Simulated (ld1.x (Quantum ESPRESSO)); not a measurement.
# B, TM semilocal: configuration errors across variants

ld1.x (Quantum ESPRESSO) 7.5 input, shortened:

```
&input
   title='B', zed=5., rel=1, dft='PZ', iswitch=3,
   config='[He] 2s1.75 2p1.25'
 /
 &inputp
   pseudotype=1, tm=.true., lloc=0,
   nlcc=.true., rcore=0.55
 /
2
2P  2  1   1.25   0.00  2.80  2.80  0.0
2S  1  0   1.75   0.00  1.05  1.05  0.0
 &test
   configts(1)='2s1.75 2p1.25'
 /
```

All-electron excitation energies from the reference (eV): (1) 2s2 2p1 -1.418; (2) 2s2 2p0 6.908; (3) 2s1 2p0 32.213; (4) 2s2 2p0.5 1.524; (5) 2s0 2p3 9.983; (6) 2s1 2p2 4.267; (7) 2s2 2p1.3 -2.191; (8) 2s1.75 2p1.25 spin -0.562; (9) 2s2 2p1 spin -1.653.

Spin tests fill each open shell by Hund’s rule, majority spin first.

In the semilocal form every listed channel keeps its own potential, so the choice of the local channel does not act on these tests. It acts once the file is put into the separable form.

A semilocal file is local in each channel, so a ghost entry of none says nothing of the separable form that plane-wave codes build from it.

3 further variants failed, have other tests or another functional or relativity, and are left out.

Errors AE − PS in meV (a dash: test not solved or not reliable):

| change | (1) | (2) | (3) | (4) | (5) | (6) | (7) | (8) | (9) | bound ghosts |
| --- | --- | --- | --- | --- | --- | --- | --- | --- | --- | --- |
| base | -0.5 | +81 | +255 | +13 | -23 | -4.4 | -2.1 | +16 | +5.3 | none |
| wave 2p (bound): rc 2.80 bohr becomes 2p (bound): rc 3.84 bohr | -2.5 | +231 | +686 | +42 | -121 | -23 | -7.2 | +0.6 | -3.3 | none |
| core correction a·sin(br)/r model core inside 0.44 bohr | -0.5 | +81 | +255 | +13 | -23 | -4.4 | -2.1 | +16 | +5.2 | none |
| wave 2s (bound): rc 1.05 bohr becomes 2s (bound): rc 1.12 bohr | -0.5 | +80 | +253 | +13 | -22 | -4.3 | -2.1 | +16 | +5.2 | none |
| core correction a·sin(br)/r model core inside 0.94 bohr | -0.5 | +82 | +266 | +14 | -20 | -3.9 | -2.1 | +24 | +8.4 | none |
| local potential the p channel | -0.5 | +81 | +255 | +13 | -23 | -4.4 | -2.1 | +16 | +5.3 | none |
| all radii but the core radius scaled by about 1.34 (s 1.40, p 3.74 bohr) | -2.2 | +213 | +634 | +38 | -107 | -20 | -6.5 | +2.9 | -2.1 | none |

Task: Give the same row for: core correction a·sin(br)/r model core inside 1.04 bohr.

Result: -0.5, +82, +274, +14, -19, -3.7, -2.1, +29, +10; bound ghosts: none.
